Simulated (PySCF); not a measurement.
## Calculated properties of `[SiH2]C[SiH2][SiH2]N` [radical]

Species: CH₁₀NSi₃ (doublet state).
Bonds: N1–Si2, Si2–Si3, Si3–C4, C4–Si5. Hydrogens: H6, H7 on N1; H8, H9 on Si2; H10, H11 on Si3; H12, H13 on C4; H14, H15 on Si5.

PBE0-D3(BJ)/def2-SVP geometry optimisation, gas phase (PySCF):

| Item | Value |
| --- | --- |
| Point group | Cs |
| Rotational constants A, B, C | 9.403, 0.758, 0.726 GHz |
| Dipole moment | 1.14 D |

**UKS B3LYP, IGLO-III on C N Si, pcH-1 on H, non-relativistic, mean-field spin-orbit, GIAO (PySCF)**

| Property | Result |
| --- | --- |
| Isotropic g value | 2.00302 |
| Principal g values | 2.00193, 2.00350, 2.00362 |
| Spin squared ⟨S²⟩ | 0.752 |
| Largest Mulliken spin population | 0.90 on Si5 |
| Largest isotropic hyperfine couplings (means over sets of like nuclei) | 29Si -492.2 (Si5), 1H +52.2 (H14/H15), 29Si -42.7 (Si3), 29Si -27.0 (Si2), 13C +11.9 (C4) MHz |

Monoisotopic mass from the formula: 120.0121 u.

g_iso is shifted by about +700 ppm from the free-electron value 2.002319; the principal values span 0.0017. A dipole of 1.14 D is allowed in Cs, and pure rotational transitions are dipole-allowed. The dipole matches unit charges of opposite sign 0.24 Å apart (1 e·Å = 4.8032 D). With B = h/(8π²I), that is 505.379 GHz u Å² over I, the principal moments of inertia are 53.7, 666.5 and 696.5 u Å² (most abundant isotopes); the inertial defect Ic − Ia − Ib is -23.7 u Å² (zero for a rigid planar frame, negative otherwise). At 9.50 GHz, hν = g·μB·B₀ (B₀ the magnetic field) puts the centre of the isotropic spectrum, to first order, at 338.9 mT.

Shape of the structure used: `[NH2:1][SiH2:2][SiH2:3][CH2:4][SiH2:5]`: N1–Si2–Si3–C4 180°, Si2–Si3–C4–Si5 180°, H–N1–Si2–Si3 -68°, H–N1–Si2–Si3 68°.

One conformer stands for the species.
